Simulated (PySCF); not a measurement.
Spinor energies of Ag⁺ (silver, charge +1)

Start: [Kr] 4d10. Calculated with PySCF 2.14 in x2c-TZVPall-2c: generalised Hartree-Fock with the X2C-1e Hamiltonian and a Gaussian nucleus; one run each with spin-orbit coupling (SO) switched off, then screened by Boettger's factors.

```csv
spinor shell,electrons,"ε, spin-free (eV)","ε, screened SO (eV)",weight of nominal j (screened SO),"rms radius, screened SO (bohr)"
1s1/2,2,-25653.6,-25651.7,1.000,0.0357
2s1/2,2,-3869.9,-3869.3,1.000,0.146
2p1/2,2,-3465.0,-3586.4,1.000,0.127
2p3/2,4,-3465.0,-3409.1,1.000,0.131
3s1/2,2,-752.75,-752.62,1.000,0.392
3p1/2,2,-616.47,-638.65,1.000,0.387
3p3/2,4,-616.47,-606.21,1.000,0.398
3d3/2,4,-402.01,-405.81,1.000,0.374
3d5/2,6,-402.01,-399.38,1.000,0.377
4s1/2,2,-124.25,-124.23,1.000,0.980
4p1/2,2,-82.745,-86.458,1.000,1.06
4p3/2,4,-82.745,-81.039,1.000,1.09
4d3/2,4,-22.050,-22.461,1.000,1.49
```

Q: Where does 4d5/2 lie, and what is the 4d spin-orbit splitting (screened SO)?

A: At -21.779 eV, 0.682 eV above 4d3/2.

```json
{"quantity": "E (hartree)", "spin-free": "-5312.10025", "screened SO": "-5313.08285"}
{"quantity": "M_J", "spin-free": "0", "screened SO": "0"}
{"quantity": "⟨J²⟩", "spin-free": "0.000", "screened SO": "0.000"}
{"quantity": "⟨L²⟩", "spin-free": "0.000", "screened SO": "0.015"}
{"quantity": "⟨S²⟩", "spin-free": "0.000", "screened SO": "0.015"}
```

Breit and QED terms are absent; they matter most for the inner s and p1/2 levels.

Densities and radii are taken from the X2C orbitals without a picture-change correction, which distorts them close to the nucleus.

Without spin-orbit coupling the j labels of p, d and f shells carry no meaning; the spin-free column gives the mean over the occupied spinors of each nl shell.
